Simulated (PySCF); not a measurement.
Species: C₃H₁₁NO₂SSi₂.
SMILES: `CS(=O)(=O)[C@H]1C[SiH2]N[SiH2]1`

The closed-shell ground state was solved at several levels (PySCF, density fitting, gas phase, non-relativistic). Geometry: PBE0-D3(BJ)/def2-SVP, one conformer, isolated molecule.

```csv
level,basis functions,HOMO (eV),LUMO (eV),gap (eV),dipole (D)
PBE0/pcSseg-1,229,-7.56,0.15,7.71,4.23
CAM-B3LYP/pcSseg-1,229,-8.91,1.20,10.11,4.34
```

What might PBE0/def2-SVPD (289 basis functions) give for the same quantities?

HOMO -7.58 eV, LUMO -0.11 eV, gap 7.47 eV, dipole 4.32 D.

Over all these levels, which gives the widest orbital gap and which the narrowest?

CAM-B3LYP/pcSseg-1 (range-separated hybrid) has the widest, 10.11 eV, and PBE0/def2-SVPD (global hybrid, 25 % exact exchange) the narrowest, 7.47 eV. Functional and basis both differ between the two, so the spread mixes both effects.

How far do the dipole and the HOMO energy spread over the levels?

The dipole runs from 4.23 to 4.34 D (mean 4.30 D) and the HOMO from -8.91 to -7.56 eV.
